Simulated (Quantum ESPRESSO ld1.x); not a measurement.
Ca2.1+, 17.9 electrons, occupied as [He] 2s2 2p5.9 3s2 3p6 (fractional occupations, a model configuration).

Method: non-relativistic Kohn-Sham, revPBE, spin-unpolarised, spherical densities, point nucleus; computed with ld1.x of Quantum ESPRESSO 7.5.

Energy parts (eV):
| part | energy |
|---|---|
| total | -18381.7 |
| kinetic | 18364.1 |
| electron-nucleus | -43189.7 |
| Hartree | 7407.9 |
| exchange-correlation | -964.0 |

Orbitals (lengths in bohr, moments of r in powers of bohr):
orbital  occ.  eigenvalue (eV)  <1/r>
1s          2         -3950.72  19.54
2s          2         -430.814  4.017
2p        5.9         -354.786  3.944
3s          2         -63.8283  1.211
3p          6         -44.9769  1.093

The highest occupied level is 3p at -44.977 eV. Summed over all electrons, <r^2> = 15.11 bohr^2, which gives a Langevin (diamagnetic) susceptibility term of -12 x 10^-6 cm^3/mol.
